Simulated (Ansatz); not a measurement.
`[OH][Hf]([Cl])([Cl])[Cl]` and `[Cl][Hf]([Cl])([Cl])[I]` differ in one atom or group.

Ansatz, PBE0-D4/def2-TZVP geometries, multiplicity 1. Each molecule was computed in one conformer, which needn't be the lowest.

Elements past krypton have def2 core potentials.

| property | `[OH][Hf]([Cl])([Cl])[Cl]` |
| --- | --- |
| HOMO–LUMO gap (PBE/def2-TZVPP) / eV | 5.68 |
| HOMO–LUMO gap (PBE0/def2-TZVPP) / eV | 7.90 |
| size of the dipole moment (PBE/def2-TZVPP) / D | 2.80 |
| HOMO energy (PBE0/def2-TZVPP) / eV | -9.30 |
| HOMO energy (PBE/def2-TZVPP) / eV | -7.91 |
| HOMO energy (ωB97M-V/def2-TZVPP) / eV | -11.51 |

(1) What does the change do to each property? (Best estimate.)

## Answers

(1) Computed: 
```csv
property,`[Cl][Hf]([Cl])([Cl])[I]`,shift
HOMO–LUMO gap (PBE/def2-TZVPP) / eV,4.23,-1.45
HOMO–LUMO gap (PBE0/def2-TZVPP) / eV,6.12,-1.78
size of the dipole moment (PBE/def2-TZVPP) / D,0.36,-2.44
HOMO energy (PBE0/def2-TZVPP) / eV,-8.40,0.90
HOMO energy (PBE/def2-TZVPP) / eV,-7.25,0.66
HOMO energy (ωB97M-V/def2-TZVPP) / eV,-10.46,1.05
```

With PBE0 the HOMO rises by 0.90 eV and the LUMO falls by 0.88 eV, so the gap narrows by about 1.78 eV. PBE moves the HOMO by 0.66 eV and ωB97M-V by 1.05 eV. The zero-point energy changes by -30.8 kJ/mol with -3 modes. Dipoles are sizes alone; their direction can turn.

Spin–orbit coupling is left out; it splits and shifts lone-pair levels of the heavy atoms by tenths of an eV.
